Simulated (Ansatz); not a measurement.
Reaction (substitution at a C–In bond): `[CH3][InH][C]#N` + `FC1(S)CO1` → `CSC1(F)CO1` + `N#[C][InH2]`

Program: Ansatz. Geometries: PBE0-D4/def2-TZVP. ΔE: electronic, gas phase. CCSD(T)/CBS is the MP2 limit (def2-TZVPP, def2-QZVPP) plus CCSD(T) − MP2 in def2-TZVPP, frozen cores. DFT in def2-TZVPP. Elements past krypton have def2 core potentials. For In outer-core shells are correlated without core-valence functions, which leaves a few kJ/mol of doubt a bond. Each species was taken in one conformer, which may not be the lowest.

| level | ΔE (kcal/mol) |
| --- | --- |
| CAM-B3LYP-D4 | 5.8 |
| PBE-QIDH | 6.7 |
| RPA@PBE/def2-TZVPP | 7.2 |
| CCSD(T)/def2-TZVPP | 7.5 |

Question: What does CCSD(T)/CBS give? (Best estimate.)

Answer: The calculation gave: +7.5 kcal/mol. The listed levels differ from it by -1.7, -0.8, -0.3, 0.0 kcal/mol.

Largest T1 diagnostic among the species: 0.015.

From BLYP to BHLYP (50 % exact exchange), in def2-TZVPP and without D4, ΔE moves by −1.1 kcal/mol. In def2-TZVPP, CCSD(T) changes the Hartree–Fock value by +2.3 kcal/mol (the triples alone add +0.0 kcal/mol) and MP2 by +3.0 kcal/mol.
